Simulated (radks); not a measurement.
Task: Xe, configuration [Xe]. All-electron calculation, scalar-relativistic Kohn-Sham, PBE, spin-polarised, spherical densities, point nucleus; hard spherical wall at 20 bohr. Program: a radial shooting solver on a logarithmic mesh with Libxc functionals. Some entries of the table are withheld. Estimate them.

orbital,occ.,eigenvalue (hartree),r(max) (bohr)
1s,2,-1263.200,0.01715
2s,2,(1),0.09696
2p,6,-176.3935,0.07780
3s,2,-40.21094,0.2789
3p,6,-33.68853,0.2729
3d,10,(2),0.2260
4s,2,-7.25643,0.6611
4p,6,-5.19150,0.6935
4d,10,-2.18230,0.7483
5s,2,-0.72551,1.625
5p,6,(3),1.912

Result: 
(1) 2s eigenvalue (hartree): -196.5916
(2) 3d eigenvalue (hartree): -24.01948
(3) 5p eigenvalue (hartree): -0.30261
